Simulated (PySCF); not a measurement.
Start geometry of `COC(=O)C1=CC(SC)=CS1` from a GFN2-xTB structure with every atom displaced at random (by about 0.01 Å) (Å):
```
atom  x, y, z in Å
C1    -4.0538    0.1611   -0.5304
O2    -2.7694   -0.2774   -0.8310
C3    -1.7690    0.2786   -0.1560
O4    -1.8402    1.1508    0.6797
C5    -0.4718   -0.3030   -0.5556
C6     0.7560    0.0473   -0.0442
C7     1.8130   -0.7012   -0.6306
S8     3.5332   -0.5704   -0.2616
C9     3.5433    0.7860    0.9715
C10    1.3386   -1.5859   -1.5602
S11   -0.3694   -1.5332   -1.7404
H12   -4.6040    0.2653   -1.4726
H13   -4.5994   -0.5240    0.1082
H14   -4.0416    1.1599   -0.0297
H15    0.8659    0.7824    0.7179
H16    2.9749    0.5178    1.8416
H17    3.1589    1.6982    0.4955
H18    4.5801    0.9233    1.2216
H19    1.9239   -2.2685   -2.1573
```

Task: What comes out of this run: PySCF 2.14.0, PBE0-D3(BJ)/def2-SVP geometry optimisation, gas phase?

Result: 
```
atom  x, y, z in Å
C1    -4.059    0.321   -0.462
O2    -2.791   -0.195   -0.823
C3    -1.745    0.304   -0.155
O4    -1.834    1.143    0.706
C5    -0.479   -0.290   -0.601
C6     0.759    0.024   -0.088
C7     1.808   -0.708   -0.709
S8     3.525   -0.602   -0.345
C9     3.544    0.611    0.986
C10    1.322   -1.561   -1.682
S11   -0.378   -1.477   -1.842
H12   -4.791   -0.192   -1.096
H13   -4.272    0.129    0.600
H14   -4.103    1.407   -0.633
H15    0.870    0.760    0.707
H16    2.977    0.263    1.861
H17    3.165    1.588    0.653
H18    4.599    0.722    1.272
H19    1.900   -2.236   -2.313
```

The energy falls by 13.5 kJ/mol over 14 energy and gradient evaluations, the largest force component goes from 0.0303 to 3.8e-04 Eh/bohr, and the atoms move by 0.299 Å rms after alignment. The bond that changes most is S8–C9 (sulfide sulfur to S-methyl carbon), which shortens by 0.033 Å. Bonds longer at the end by more than 0.005 Å: 9 of 19; shorter: 5. Among the angles that change most is O2–C3–O4, from 127.5° to 123.9°. Among the dihedrals that turn most is H13–C1–O2–C3, from -102° to -60°. Rotational constants go from 1899, 441.9, 360.1 to 1875, 441.6, 359.0 MHz. The orientation of the end geometry is arbitrary; only internal coordinates are fixed.

The run used 202 basis functions and 105 SCF cycles in all. Hardware: Intel Xeon at 2.50 GHz, one thread, shared host with 64 logical CPUs at a one-minute load of 58. Cost: 14 min of wall time, 0.91 GiB resident at most.

Whether it is a minimum is left open (no frequencies). The numbers are those of one conformer.
